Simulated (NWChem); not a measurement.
System: Si$_{2}$SbH$_{6}$F; SMILES [SiH3][Sb]([F])[SiH3]

Input file for NWChem:

```
start job
memory heap 200 mb stack 900 mb global 1100 mb
geometry units angstroms noautoz
  Sb    -0.706963     0.296071     0.000000
  F     -1.264373    -1.609012     0.000000
  Si     1.109732    -0.116512     1.832940
  H      1.955769    -1.312492     1.493770
  H      1.985504     1.106831     1.937179
  H      0.435457    -0.343420     3.158860
  Si     1.109732    -0.116512    -1.832940
  H      1.955769    -1.312492    -1.493770
  H      0.435457    -0.343420    -3.158860
  H      1.985504     1.106831    -1.937179
end
basis spherical
  Sb library def2-svp
  F library def2-svp
  Si library def2-svp
  H library def2-svp
end
ecp
  Sb library def2-ecp
end
dft
  xc r2scan
  grid fine
  iterations 150
  mulliken
end
task dft gradient
```

Excerpt of the output:

```
             Northwest Computational Chemistry Package (NWChem) 7.3.0
             --------------------------------------------------------

 CS  symmetry detected

                             Geometry "geometry" -> ""
                             -------------------------

 Output coordinates in angstroms (scale by  1.889725989 to convert to a.u.)

  No.       Tag          Charge          X              Y              Z
 ---- ---------------- ---------- -------------- -------------- --------------
    1 Sb                  51.0000    -0.61021827     0.36380125     0.00000000
    2 F                    9.0000    -1.25307297    -1.51417239     0.00000000
    3 Si                  14.0000     1.18599634    -0.13038348    -1.83294000
    4 H                    1.0000     1.97717296    -1.36334184    -1.49377000
    5 H                    1.0000     2.11610832     1.05217155    -1.93717900
    6 H                    1.0000     0.50216420    -0.32661707    -3.15886000
    7 Si                  14.0000     1.18599634    -0.13038348     1.83294000
    8 H                    1.0000     1.97717296    -1.36334184     1.49377000
    9 H                    1.0000     0.50216420    -0.32661707     3.15886000
   10 H                    1.0000     2.11610832     1.05217155     1.93717900

 Effective nuclear repulsion energy (a.u.)     576.6001597860

      Symmetry information
      --------------------

 Group name             Cs
 Group number              2
 Group order               2
 No. of unique centers     6

                                 NWChem DFT Module
                                 -----------------

 Summary of "ao basis" -> "ao basis" (spherical)
 ------------------------------------------------------------------------------
       Tag                 Description            Shells   Functions and Types
 ---------------- ------------------------------  ------  ---------------------
 Sb                         def2-svp                10       26   4s4p2d
 F                          def2-svp                 6       14   3s2p1d
 Si                         def2-svp                 8       18   4s3p1d
 H                          def2-svp                 3        5   2s1p

      Symmetry analysis of basis
      --------------------------

        a'         61
        a"         45

            General Information
            -------------------
          SCF calculation type: DFT
          Wavefunction type:  closed shell.
          No. of atoms     :    10
          No. of electrons :    66
           Alpha electrons :    33
            Beta electrons :    33
          Charge           :     0
          Spin multiplicity:     1
          Use of symmetry is: on ; symmetry adaption is: on
          Maximum number of iterations: 150
          AO basis - number of functions:   106
                     number of shells:    50
          Convergence on energy requested:  1.00D-06
          Convergence on density requested:  1.00D-05
          Convergence on gradient requested:  5.00D-04

              XC Information
              --------------
                      r^2SCAN Method XC Functional
               r^2SCAN metaGGA Exchange Functional  1.000
                     r^2SCAN Correlation Potential  1.000

             Grid Information
             ----------------
          Grid used for XC integration:  fine
          Radial quadrature: Mura-Knowles
          Angular quadrature: Lebedev.
          Tag              B.-S. Rad. Rad. Pts. Rad. Cut. Ang. Pts.
          ---              ---------- --------- --------- ---------
          Sb                  1.45      141          10.0       974
          F                   0.50       70          12.0       590
          Si                  1.10      123          12.0       770
          H                   0.35       60          14.0       590
          Grid pruning is: on
          Number of quadrature shells:   514
          Spatial weights used:  Erf1

      Superposition of Atomic Density Guess
      -------------------------------------

 Sum of atomic energies:        -957.37758845

      Non-variational initial energy
      ------------------------------

 Total energy =    -919.542677
 1-e energy   =   -2010.610110
 2-e energy   =     766.325475
 HOMO         =      -0.251018
 LUMO         =      -0.053754

      Symmetry analysis of molecular orbitals - initial
      -------------------------------------------------

  Numbering of irreducible representations:

     1 a'          2 a"

  Orbital symmetries:

[...]

                         DFT ENERGY GRADIENTS

    atom               coordinates                        gradient
                 x          y          z           x          y          z
   1 Sb     -1.153145   0.687485   0.000000   -0.001182   0.007071   0.000000
   2 F      -2.367965  -2.861371   0.000000   -0.002667  -0.006554   0.000000
   3 Si      2.241208  -0.246389  -3.463754   -0.000837   0.000605   0.001726
   4 H       3.736315  -2.576343  -2.822816    0.002074  -0.003183   0.000841
   5 H       3.998865   1.988316  -3.660738    0.002430   0.002892  -0.000490
   6 H       0.948953  -0.617217  -5.969380   -0.001743  -0.000573  -0.003445
   7 Si      2.241208  -0.246389   3.463754   -0.000837   0.000605  -0.001726
   8 H       3.736315  -2.576343   2.822816    0.002074  -0.003183  -0.000841
   9 H       0.948953  -0.617217   5.969380   -0.001743  -0.000573   0.003445
  10 H       3.998865   1.988316   3.660738    0.002430   0.002892   0.000490
```

Level: r2SCAN/def2-SVP with def2 effective core potentials on Sb. The geometry was optimised at PBE-D3(BJ)/def2-SVP. Not confirmed as a minimum by frequencies. def2 effective core potentials on Sb; no spin-orbit coupling.
